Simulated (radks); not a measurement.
Values are calculated unless marked as measured or tabulated.
Ionisation of neutral zirconium, [Kr] 4d2 5s2, to Zr+, [Kr] 4d2 5s1, under several functionals. Dirac Kohn-Sham, spin-unpolarised, spherical densities, point nucleus; open shells fill j = l - 1/2 first; a radial shooting solver on a logarithmic mesh with Libxc functionals. The NIST Atomic Spectra Database gives 6.634 eV (measured). Rank these functionals by the error of their Delta-SCF ionisation energy: HCTH/407; exchange-only B88; BLYP; PBE; exchange-only LDA.

Answer. From best to worst: exchange-only B88 6.496 eV (-0.138); exchange-only LDA 6.425 eV (-0.210); BLYP 7.047 eV (+0.412); HCTH/407 7.079 eV (+0.445); PBE 7.123 eV (+0.489). Spin polarisation and multiplet splitting are left out, so open shells lie too high by an amount that depends on their filling.

Beside tabulated values, note that spin-unpolarised runs miss the spin-polarisation part of the exchange energy of open shells.
